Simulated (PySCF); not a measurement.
PySCF input file for Si(AsH2)(F)3 (AsF3H2Si), SMILES F[Si](F)(F)[AsH2], C-PCM-M06-2X/def2-SVP. Coordinates come from a B3LYP-D3(BJ)/def2-SVP optimisation.

```python
import numpy as np
from pyscf import gto, scf, dft
from pyscf.solvent import pcm

mol = gto.M(
    atom='''
    F    -1.44591468   -0.75565346    1.29692532
    Si   -0.86768432    0.00222916   -0.00000000
    F    -1.44591468   -0.75565368   -1.29692519
    F    -1.51099276    1.47801197   -0.00000013
    As    1.47744538   -0.05292572    0.00000000
    H     1.50864092    1.00749841   -1.10223550
    H     1.50864092    1.00749861    1.10223531
    ''',
    basis='def2-SVP',
    charge=0,
    spin=0,
    max_memory=1600,
    verbose=3,
)
mf = dft.RKS(mol, xc='m06-2x').density_fit(auxbasis='def2-universal-jkfit')
mf.grids.level = 4
mf.conv_tol = 1e-9
mf.max_cycle = 100
mf.kernel()
res = {}
for name, eps in {'water': 78.355, 'benzene': 2.2706, 'diethylether': 4.24}.items():
    s = mf.PCM()
    s.with_solvent.method, s.with_solvent.eps, s.with_solvent.lebedev_order = 'C-PCM', eps, 29
    s.kernel(mf.make_rdm1())
    res[name] = (s.e_tot, eps, s.dip_moment(), s.mo_energy, s.converged)
    print(f'{name}: electrostatic solvation free energy {(s.e_tot - mf.e_tot) * 627.509474:.3f} kcal/mol')
```

It prints:

```
converged SCF energy = -2825.58246746351

WARN: PCM is an experimental feature. It is still in testing.
Features and APIs may be changed in the future.

converged SCF energy = -2825.58822096582
Dipole moment(X, Y, Z, Debye):  2.42338,  0.88138, -0.00000
water: electrostatic solvation free energy -3.610 kcal/mol

WARN: PCM is an experimental feature. It is still in testing.
Features and APIs may be changed in the future.

converged SCF energy = -2825.58558395134
Dipole moment(X, Y, Z, Debye):  2.21362,  0.73872, -0.00000
benzene: electrostatic solvation free energy -1.956 kcal/mol

WARN: PCM is an experimental feature. It is still in testing.
Features and APIs may be changed in the future.

converged SCF energy = -2825.58681353674
Dipole moment(X, Y, Z, Debye):  2.30897,  0.80134, -0.00000
diethylether: electrostatic solvation free energy -2.727 kcal/mol
```

Self-consistency was reached.
